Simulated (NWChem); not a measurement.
System: trisilylphosphine (Si₃PH₉); SMILES [SiH3]P([SiH3])[SiH3]

The following NWChem deck was run.

```
start job
memory heap 200 mb stack 900 mb global 1100 mb
geometry units angstroms noautosym nocenter noautoz
  Si    -1.896346     0.543362     0.180511
  P      0.000322     0.000493    -0.925235
  Si     1.417911     1.371430     0.182050
  Si     0.476707    -1.913001     0.182340
  H     -2.292857     1.923575    -0.230346
  H     -1.746801     0.502751     1.669337
  H     -2.961508    -0.421232    -0.227056
  H      1.118075     2.775907    -0.228556
  H      2.811875     1.022429    -0.225476
  H      1.304670     1.264808     1.671010
  H      1.843539    -2.356213    -0.225468
  H     -0.522416    -2.945156    -0.226932
  H      0.438009    -1.761848     1.671066
end
basis spherical
  * library 6-31g*
end
dft
  xc b3lyp
  iterations 150
end
property
  response 1 0.0
end
task dft property
```

All runs use the structure optimised with PBE0/def2-SVP.

Static field.

What results follow from this input? (B3LYP/6-31G* (spherical d).) Quantities: basis functions; isotropic polarisability (bohr³); anisotropy (bohr³).


```
Quantity                          Result
--------------------------------  ------
number of basis functions             90
isotropic polarisability (bohr³)    96.1
anisotropy (bohr³)                  24.9
```
